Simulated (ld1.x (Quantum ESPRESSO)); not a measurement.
Pseudopotential generation for B (Z = 5): RRKJ, PBE, scalar-relativistic.

```json
{"Element": "B", "Generator": "ld1.x (Quantum ESPRESSO) 7.5", "Type": "norm-conserving RRKJ (Kleinman–Bylander form)", "Functional": "PBE", "Relativity": "scalar-relativistic", "Frozen core": "[He]", "Valence charge": "3", "Reference configuration": "2s2 2p1", "Partial waves": "2s (bound): rc 1.00 bohr; 3d channel at 0.35 Ry: rc 3.90 bohr; 2p (bound): rc 3.65 bohr", "Local potential": "the p channel", "Core correction": "a·sin(br)/r model core, default radius (core density twice the valence density)", "rho0": "0.005"}
```

All-electron outer shells of the reference configuration (PBE, scalar-relativistic, ld1.x):

```
shell  level (eV)  outermost node (bohr)  outermost maximum (bohr)
   1s     -180.59                      –                      0.21
   2s       -9.44                   0.46                      1.52
   2p       -3.61                      –                      1.57
```

Task: Is a potential produced?

Result: No. ld1.x (Quantum ESPRESSO) 7.5 stopped with "compute_chi: n is too large": the Bessel-function wave could not be built (negative determinant in compute_phi), and the routine for χ then failed on it.
